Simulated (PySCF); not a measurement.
C2F3N, singlet, at a GFN2-xTB geometry; DF-SVWN5/d-aug-cc-pVDZ (PySCF).

Input for PySCF:
```python
from pyscf import gto, scf, dft
import numpy

mol = gto.M(
    atom='''
C    -0.000324    0.003260   -0.307768
C     0.001231   -0.012387    1.169363
F    -0.008066    1.253823   -0.776566
F     1.081443   -0.608086   -0.797436
F    -1.075871   -0.620639   -0.795299
N     0.002429   -0.024446    2.307734
''',
    basis='d-aug-cc-pvdz',
    charge=0,
    spin=0,
    verbose=4,
)
print('smallest overlap eigenvalue', numpy.linalg.eigvalsh(mol.intor('int1e_ovlp'))[0])

mf = dft.RKS(mol)
mf.xc = 'lda,vwn'
mf = mf.density_fit(auxbasis='def2-universal-jkfit')
mf = scf.addons.remove_linear_dep_(mf, threshold=1e-6, lindep=1e-6)
mf.kernel()
```

Problem. What does PySCF print? Leave out banner, timings and long lists.

Solution. 
```
PySCF version 2.14.0

[INPUT] verbose = 4
[INPUT] num. atoms = 6
[INPUT] num. electrons = 46
[INPUT] charge = 0
[INPUT] spin (= nelec alpha-beta = 2S) = 0
[INPUT] symmetry False subgroup None
[INPUT] Mole.unit = angstrom
[INPUT] Symbol           X                Y                Z      unit          X                Y                Z       unit  Magmom
[INPUT]  1 C     -0.000324000000   0.003260000000  -0.307768000000 AA   -0.000612271264   0.006160507166  -0.581597229905 Bohr   0.0
[INPUT]  2 C      0.001231000000  -0.012387000000   1.169363000000 AA    0.002326252859  -0.023408037505   2.209775810200 Bohr   0.0
[INPUT]  3 F     -0.008066000000   1.253823000000  -0.776566000000 AA   -0.015242530921   2.369382078681  -1.467497057649 Bohr   0.0
[INPUT]  4 F      1.081443000000  -0.608086000000  -0.797436000000 AA    2.043631089328  -1.149116000182  -1.506935641869 Bohr   0.0
[INPUT]  5 F     -1.075871000000  -0.620639000000  -0.795299000000 AA   -2.033101535362  -1.172837732224  -1.502897297140 Bohr   0.0
[INPUT]  6 N      0.002429000000  -0.024446000000   2.307734000000 AA    0.004590144757  -0.046196244841   4.360985228347 Bohr   0.0

nuclear repulsion = 231.590146213412
number of shells = 54
number of NR pGTOs = 264
number of NR cGTOs = 192
basis = d-aug-cc-pvdz
ecp = {}
input.py:23: DeprecationWarning: remove_linear_dep_ is deprecated and will be removed in a future release. Linear dependency handling is now built into the SCF procedure by default. Linear dependency removal can be controlled using the following settings:
  pyscf.scf.hf.remove_overlap_zero_eigenvalue = True
  pyscf.scf.hf.overlap_zero_eigenvalue_threshold = 1e-6

  mf = scf.addons.remove_linear_dep_(mf, threshold=1e-6, lindep=1e-6)
smallest overlap eigenvalue 2.4813911593838595e-06
Applying remove_linear_dep_ on SCF object.
Using canonical orthogonalization with threshold 1e-06

******** <class 'pyscf.df.df_jk.DFRKS'> ********
method = DFRKS
initial guess = minao
damping factor = 0
level_shift factor = 0
DIIS = <class 'pyscf.scf.diis.CDIIS'>
diis_start_cycle = 1
diis_space = 8
diis_damp = 0
SCF conv_tol = 1e-09
SCF conv_tol_grad = None
SCF max_cycles = 50
direct_scf = False
XC library pyscf.dft.libxc version 7.1.2
    S. Lehtola, C. Steigemann, M. J. T. Oliveira, and M. A. L. Marques,  SoftwareX 7, 1–5 (2018)
XC functionals = lda,vwn
    P. A. M. Dirac,  Math. Proc. Cambridge Philos. Soc. 26, 376 (1930)
    F. Bloch,  Z. Phys. 57, 545 (1929)
    S. H. Vosko, L. Wilk, and M. Nusair,  Can. J. Phys. 58, 1200 (1980)
radial grids:
    Treutler-Ahlrichs [JCP 102, 346 (1995); DOI:10.1063/1.469408] (M4) radial grids

becke partition: Becke, JCP 88, 2547 (1988); DOI:10.1063/1.454033
pruning grids: <function nwchem_prune>
grids dens level: 3
symmetrized grids: False
atomic radii adjust function: <function treutler_atomic_radii_adjust>
small_rho_cutoff = 0
Set gradient conv threshold to 3.16228e-05
Initial guess from minao.
tot grids = 84928
init E= -428.39795554771
  HOMO = -0.384856442935409  LUMO = -0.0766200863750442  gap/eV = 8.38754
cycle= 1 E= -427.365781961572  delta_E= 1.03  |g|= 0.862  |ddm|= 16.1
  HOMO = -0.27791359821449  LUMO = -0.0924956490350594  gap/eV = 5.04548
cycle= 2 E= -426.603734509661  delta_E= 0.762  |g|= 2.18  |ddm|= 7.32
  HOMO = -0.370732880627067  LUMO = -0.0857181441418227  gap/eV = 7.75565
cycle= 3 E= -427.458796026186  delta_E= -0.855  |g|= 0.461  |ddm|= 5.58
  HOMO = -0.35384052368307  LUMO = -0.084036776955555  gap/eV = 7.34173
cycle= 4 E= -427.502839315916  delta_E= -0.044  |g|= 0.0826  |ddm|= 1.33
  HOMO = -0.365899654050756  LUMO = -0.090159265099107  gap/eV = 7.50328
cycle= 5 E= -427.504171716404  delta_E= -0.00133  |g|= 0.0273  |ddm|= 0.386
  HOMO = -0.362507546200495  LUMO = -0.0876577281263601  gap/eV = 7.47904
cycle= 6 E= -427.504334239447  delta_E= -0.000163  |g|= 0.00366  |ddm|= 0.126
  HOMO = -0.362294768110954  LUMO = -0.087343663834639  gap/eV = 7.48180
cycle= 7 E= -427.504337247955  delta_E= -3.01e-06  |g|= 0.0008  |ddm|= 0.0132
  HOMO = -0.36242805500792  LUMO = -0.0874626210450383  gap/eV = 7.48219
cycle= 8 E= -427.504337370918  delta_E= -1.23e-07  |g|= 0.000179  |ddm|= 0.00429
  HOMO = -0.362424367712486  LUMO = -0.0874513178397703  gap/eV = 7.48240
cycle= 9 E= -427.504337377545  delta_E= -6.63e-09  |g|= 1.84e-05  |ddm|= 0.000564
  HOMO = -0.362424846968587  LUMO = -0.0874504894381609  gap/eV = 7.48243
cycle= 10 E= -427.504337377616  delta_E= -7.13e-11  |g|= 3.16e-06  |ddm|= 6.92e-05
  HOMO = -0.362425060603668  LUMO = -0.087450508031856  gap/eV = 7.48244
Extra cycle  E= -427.50433737761  delta_E= 5.57e-12  |g|= 6.4e-06  |ddm|= 3.21e-05
converged SCF energy = -427.50433737761
```
